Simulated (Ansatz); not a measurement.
Abridged output of a molecular run in Ansatz:

```
Functional definition: HF
1013 factors; integrals over basis functions are off by at most 1.3e-3 eV
mean field evaluation 1: about -67519.8165 eV, gradient 3.3e1 eV
mean field evaluation 2: about -67519.9372 eV, gradient 3.3e1 eV
mean field evaluation 4: about -67522.4993 eV, gradient 2.9e0 eV
mean field evaluation 8: about -67522.5398 eV, gradient 2.2e-1 eV
mean field -67522.54004800 eV, -2481.4075783425 hartree, gradient 1.2e-6 eV, S^2 0.000000; 0 other end points of the search recorded, 0 dependent functions left out
11 core orbitals not correlated: weight in the atoms' cores, before any rotation towards them, 1.000 or more for the frozen orbitals, at most 0.000 for the correlated occupied ones
reference -67522.54004800 eV, -2481.4075783425 hartree; 14, 14 occupied and 141, 141 virtual orbitals, 1013 factors
second order -16.16143788 eV of doubles, -0.00000000 eV of singles
cycle   1  -16.35537055 eV  change   -1.9e-1 eV  update   8.2e-2
cycle   2  -16.76380951 eV  change   -4.1e-1 eV  update   2.3e-2
cycle   3  -16.82239578 eV  change   -5.9e-2 eV  update   1.2e-2
cycle   4  -16.81134160 eV  change    1.1e-2 eV  update   3.5e-3
cycle   5  -16.81239748 eV  change   -1.1e-3 eV  update   1.5e-3
cycle   6  -16.81197917 eV  change    4.2e-4 eV  update   3.9e-4
cycle   7  -16.81187670 eV  change    1.0e-4 eV  update   1.0e-4
cycle   8  -16.81190529 eV  change   -2.9e-5 eV  update   3.3e-5
perturbative correction -0.64170316 eV, -0.0235821561 hartree
Total energy: -67539.99365645 eV, -2482.0489866224 hartree
```

Its atoms:

Z-matrix (Å, degrees):
```
N
B 1 1.389
H 1 1.006 2 124.5
H 1 1.005 2 121.8 3 180.0
Se 2 1.956 1 120.3 3 0.0
H 2 1.192 1 120.2 3 180.0
H 5 1.464 2 94.6 1 -180.0
```

**Question.** Which basis set was used?
A. def2-SVP
B. def2-SVPD
C. def2-TZVPP
D. def2-QZVPP

**Answer.** C. It gives 166 functions.

**Question.** Write the keys of the input that set method, charge and spin (a neutral closed shell needs none for the last two).

**Answer.** 
```yaml
correlation: {method: ccsd_t}
```
